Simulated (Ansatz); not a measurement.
Consider the substitution at a C–B bond: `CB(N)Cl` + `[CH2]1[NH][GeH2]1` → `C[N]1[CH2][GeH2]1` + `NBCl`.

Gas-phase electronic energies from Ansatz, PBE0-D4/def2-TZVP geometries. CCSD(T)/CBS adds triple-zeta CCSD(T) − MP2 to the extrapolated MP2 energy (def2 sets, frozen cores). This one scheme is used for every species. DFT in def2-TZVPP. B3LYP here is the variant with VWN-RPA as its local correlation; programs differ in this. For Ge outer-core shells are correlated without core-valence functions, which leaves a few kJ/mol of doubt a bond. Scalar relativity is left out up to krypton. Each species was taken in one conformer, which may not be the lowest.

```json
{"level": "PBE-D4", "ΔE (kcal/mol)": "17.4"}
{"level": "ωB97M-V", "ΔE (kcal/mol)": "18.2"}
{"level": "B3LYP", "ΔE (kcal/mol)": "17.3"}
{"level": "CCSD/def2-TZVPP", "ΔE (kcal/mol)": "17.5"}
```

What does CCSD(T)/CBS give? (Estimate.)

Ansatz gave: +17.7 kcal/mol. The listed levels differ from it by -0.3, 0.5, -0.4, -0.2 kcal/mol.

Largest T1 diagnostic among the species: 0.012.
